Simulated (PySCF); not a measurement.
Choosing a molecule for a target property.

Each SMILES stands for a single optimised conformer of the isolated species, non-relativistic unless stated; the electronic structure was computed with PySCF and density fitting.

The conformers computed, where there is a choice (atom-mapped SMILES and torsion angles):
- `[CH3:1][SiH2:2][C:3]([F:4])([F:5])[F:6]`: C1–Si2–C3–F4 -60°
- `[CH3:1][CH2:2][C@H:3]([CH3:4])[CH2:5][Cl:6]`: C1–C2–C3–C4 -166°, C2–C3–C5–Cl6 -172°
- `[CH3:1][SiH2:2][Si@H:3]([NH2:4])[C:5]([F:6])([F:7])[F:8]`: C1–Si2–Si3–N4 49°, Si2–Si3–C5–F6 43°, H–N4–Si3–Si2 61°, H–N4–Si3–Si2 -153°
- `[CH3:1][CH2:2][P@H:3](=[S:4])[CH:5]1[CH2:6][CH2:7]1`: C1–C2–P3–S4 56°, C2–P3–C5–C6 169°

Question: Wanted: lowest triplet excitation (Tamm–Dancoff) below 2.4 eV (TDA PBE0/def2-SVPD) and HOMO energy above -8 eV (PBE0/def2-SVPD), at GFN2-xTB geometries. Which candidate meets both?
A. `C#Cc1ccpc(Cl)c1`
B. `N#Cc1ccpcn1`
C. `Cc1nnncc1C#N`
D. `C[SiH2]C(F)(F)F`
E. `CC[C@H](C)CCl`

Answer: C. Computed values:
```csv
species,lowest triplet excitation (Tamm–Dancoff),HOMO energy
Cc1nnncc1C#N,2.12 eV,-7.64 eV
C#Cc1ccpc(Cl)c1,2.67 eV,-7.03 eV
N#Cc1ccpcn1,2.87 eV,-7.87 eV
CC[C@H](C)CCl,6.67 eV,-8.28 eV
C[SiH2]C(F)(F)F,7.65 eV,-9.35 eV
```

Question: Wanted: HOMO–LUMO gap between 6 eV and 8 eV (PBE0/def2-SVPD) and dipole moment above 2 D (PBE0/def2-SVPD), at GFN2-xTB geometries. Which candidate meets both?
A. `C[SiH2]C(F)(F)F`
B. `C[SiH2][Si@H](N)C(F)(F)F`
C. `C(#N)c1ccpcn1`
D. `Cc1nnncc1C#N`
E. `C#Cc1ccpc(Cl)c1`

Answer: B. Computed values:
| species | HOMO–LUMO gap | dipole moment |
| --- | --- | --- |
| Cc1nnncc1C#N | 4.53 eV | 1.62 D |
| C#Cc1ccpc(Cl)c1 | 4.73 eV | 2.37 D |
| C(#N)c1ccpcn1 | 4.92 eV | 4.41 D |
| C[SiH2][Si@H](N)C(F)(F)F | 7.15 eV | 3.21 D |
| C[SiH2]C(F)(F)F | 9.44 eV | 3.05 D |

Question: Wanted: smallest rotational constant below 0.54 GHz (GFN2-xTB) and lowest singlet excitation below 5 eV (TDDFT PBE0/def2-SVPD), at GFN2-xTB geometries. Which candidate meets both?
A. `C#Cc1pcc([SiH3])cp1`
B. `C[SiH2]C(F)(F)F`
C. `C#CC1=CC(Cl)=PC=C1`
D. `CC[C@H](C)CCl`
E. `CC[P@H](=S)C1CC1`

Answer: A. Computed values:
```csv
species,smallest rotational constant,lowest singlet excitation
C#Cc1pcc([SiH3])cp1,0.485 GHz,3.71 eV
C#CC1=CC(Cl)=PC=C1,0.594 GHz,4.26 eV
CC[P@H](=S)C1CC1,1.143 GHz,5.85 eV
CC[C@H](C)CCl,1.221 GHz,7.32 eV
C[SiH2]C(F)(F)F,1.806 GHz,8.33 eV
```

Question: Wanted: electronic spatial extent ⟨r²⟩ about the centre of nuclear charge below 900 bohr² (PBE0/def2-SVPD) and static isotropic polarisability below 86 au (PBE0/def2-SVPD), at GFN2-xTB geometries. Which candidate meets both?
A. `C[SiH2][Si@H](N)C(F)(F)F`
B. `C[SiH2]C(F)(F)F`
C. `C#Cc1pcc([SiH3])cp1`
D. `C#Cc1ccpc(Cl)c1`
E. `N#CC1=NC=PC=C1`
F. `Cc1nnncc1C#N`
G. `CC[C@H](C)CCl`

Answer: B. Computed values:
| species | electronic spatial extent ⟨r²⟩ about the centre of nuclear charge | static isotropic polarisability |
| --- | --- | --- |
| C[SiH2]C(F)(F)F | 728 bohr² | 54.8 au |
| CC[C@H](C)CCl | 989 bohr² | 76.0 au |
| Cc1nnncc1C#N | 1049 bohr² | 80.6 au |
| N#CC1=NC=PC=C1 | 1088 bohr² | 94.0 au |
| C[SiH2][Si@H](N)C(F)(F)F | 1516 bohr² | 90.8 au |
| C#Cc1ccpc(Cl)c1 | 1728 bohr² | 125.0 au |
| C#Cc1pcc([SiH3])cp1 | 2183 bohr² | 155.0 au |
